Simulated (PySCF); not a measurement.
These are PBE0-D3(BJ)/def2-TZVP (PySCF 2.14.0) values and carry that method's errors. Isolated molecules, 0 K electronic values unless said otherwise. One relaxed conformer stands for a flexible species; it need not be the lowest. Delta-SCF ions had no search for a lower state. 

Reference species (SMILES): `[NH2][Ga]([NH2])[NH2]` (neutral, multiplicity 1).

```yaml
vertical ionisation energy (Delta-SCF): 8.83 eV
HOMO–LUMO gap: 6.94 eV
HOMO: -6.75 eV
```

After one change: the vertical ionisation energy (Delta-SCF) rises by 2.31 eV; the HOMO–LUMO gap falls by 0.17 eV; the HOMO decreases by 1.84 eV.

Problem. What was changed between the two runs? The new species is one of these.
A) `[GaH3]`
B) `[NH2][GaH2]`
C) `[NH2][GaH][NH2]`

Solution. A, `[GaH3]`
